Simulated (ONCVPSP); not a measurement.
**What one change does to a pseudopotential (nickel (Ni), ONCV)**

```json
{
  "Element": "nickel",
  "Generator": "ONCVPSP 4.0.1",
  "Type": "optimised norm-conserving Vanderbilt (ONCV)",
  "Functional": "PBEsol",
  "Relativity": "scalar-relativistic",
  "Frozen core": "[Ne]",
  "Valence charge": "18",
  "Reference configuration": "3s2 3p6 3d8 4s1 (charge +1)",
  "Partial waves": "3s+4s: rc 1.25 bohr, ncon 4, nbas 8, qcut 9.7 1/bohr, 3 projectors, debl 3.7 Ha; 3p: rc 1.20 bohr, ncon 3, nbas 6, qcut 9.4 1/bohr, 2 projectors, debl 1.3 Ha; 3d: rc 1.00 bohr, ncon 4, nbas 9, qcut 17 1/bohr, 2 projectors, debl 2.4 Ha",
  "Local potential": "polynomial inside 0.95 bohr (lpopt 1, dvloc0 0 Ha)",
  "Core correction": "Teter function, fcfact 3, rcfact 1.75"
}
```

In the p channel the program set the typed energies aside and used -2.954, 0.250 Ha.

Change: s: rc 0.94; local potential polynomial inside 0.94 bohr (lpopt 1, dvloc0 0 Ha).

Cutoffs: the cutoffs (Ha) at which the residual kinetic energy of the hardest occupied pseudo-wave falls to 1 and 0.1 mHa per electron; they do not see the model core or the augmentation charge, which bear on the density cutoff. Errors are all-electron minus pseudo energies relative to the spin-unpolarised reference configuration.

What does the change do?

The potential gets harder (103 Ha and 117 Ha → 103 Ha and 181 Ha); of the 4 tests that both files solve, the error grows in 0 and shrinks in 1 by more than 15 % and 0.3 meV (median size 2.6 → 2.0 meV); neither file shows a bound ghost. A smaller radius makes the pseudo-wave follow the all-electron one further in, where it bends more sharply, so more plane waves are needed.

```tsv
quantity	base	changed
cutoff, loose	103 Ha	103 Ha
cutoff, tight	117 Ha	181 Ha
loose cutoff by channel	s 32 Ha, p 36 Ha, d 103 Ha	s 48 Ha, p 36 Ha, d 103 Ha
bound ghosts	none	none
GHOST(+) flags under 300 eV	none	none
error for 3s2 3p6 3d8 4s2, meV [ΔE -9.34 eV]	+1.2	+1.0
error for 3s2 3p6 3d8 4s0, meV [ΔE 17.26 eV]	-0.7	-0.5
error for 3s2 3p6 3d7 4s0, meV [ΔE 54.70 eV]	-3.9	-2.9
error for 3s2 3p6 3d6 4s0, meV [ΔE 112.22 eV]	+15	+14
p: phases at 1.22 bohr within 0.05 rad from the reference energy up to (Ha; the scan ends near 5)	to the end of the scan	to the end of the scan
d: phases at 1.01 bohr within 0.05 rad from the reference energy up to (Ha; the scan ends near 5)	to the end of the scan	to the end of the scan
rms error of d²Exc/dni dnj with the model core, mHa	2.09	1.73
```
